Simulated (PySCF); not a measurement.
Computed Raman spectrum (relative Raman activity) of a molecule C4H7BO. Coordinates come from a B3LYP-D3(BJ)/def2-SVP optimisation. Other conformers were not sampled. All values below come from PySCF with B3LYP-D3(BJ)/def2-SVP. No scaling factor is applied to the harmonic values.

ν (cm⁻¹): 456 (vw), 559 (w), 737 (vw), 743 (vw), 942 (w), 1111 (vw), 1373 (w), 1380 (m), 1432 (w), 1442 (w), 1774 (m), 3023 (vs), 3067 (s), 3089 (s), 3119 (m), 3128 (s), 3161 (s), 3266 (s) (against the strongest line: vs over 80 %, s over 45 %, m over 15 %, w over 4 %, vw less)

Which structure fits?
(A) O=CB1CCC1
(B) C#CB(O)CC
(C) C=C1CB(C)O1
(D) CB1C=COC1

C, C=C1CB(C)O1
